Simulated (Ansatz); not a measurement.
Ansatz results at the PBE0-D4/def2-TZVP geometry: HOMO energy (B3LYP/def2-TZVPP) -6.49 eV; LUMO energy (PBE0/def2-TZVPP) -2.42 eV; size of the dipole moment (PBE/def2-TZVPP) 4.50 D.

Problem. Which molecule gave them?
A. `C[O][Zr]1234([OH])([O]C)[C@@H]5[C@H]1[C@H]2[C@@]3([SiH3])[C@@H]54`
B. `[Cl][Ti]12345678([Cl])([C@H]9[C@@H]1[C@@H]2[C@@H]3[C@H]94)[C@H]1[C@@H]5[C@@H]6[C@@H]7[C@H]18`
C. `C[N](C)[Ti]1234([CH3])([NH2])[C@@H]5[C@H]1[C@H]2[C@@]3(C)[C@@H]54`
D. `[CH3][Ti]12345678([OH])([C@H]9[C@@H]1[C@@H]2[C@@H]3[C@H]94)[C@H]1[C@@H]5[C@@H]6[C@@H]7[C@H]18`

Solution. B. The others give `[CH3][Ti]12345678([OH])([C@H]9[C@@H]1[C@@H]2[C@@H]3[C@H]94)[C@H]1[C@@H]5[C@@H]6[C@@H]7[C@H]18`: -6.28, -1.06, 1.75; `C[N](C)[Ti]1234([CH3])([NH2])[C@@H]5[C@H]1[C@H]2[C@@]3(C)[C@@H]54`: -5.82, -0.95, 1.29; `C[O][Zr]1234([OH])([O]C)[C@@H]5[C@H]1[C@H]2[C@@]3([SiH3])[C@@H]54`: -6.85, -0.31, 1.35.

B3LYP here is the variant with VWN-RPA as its local correlation; programs differ in this.
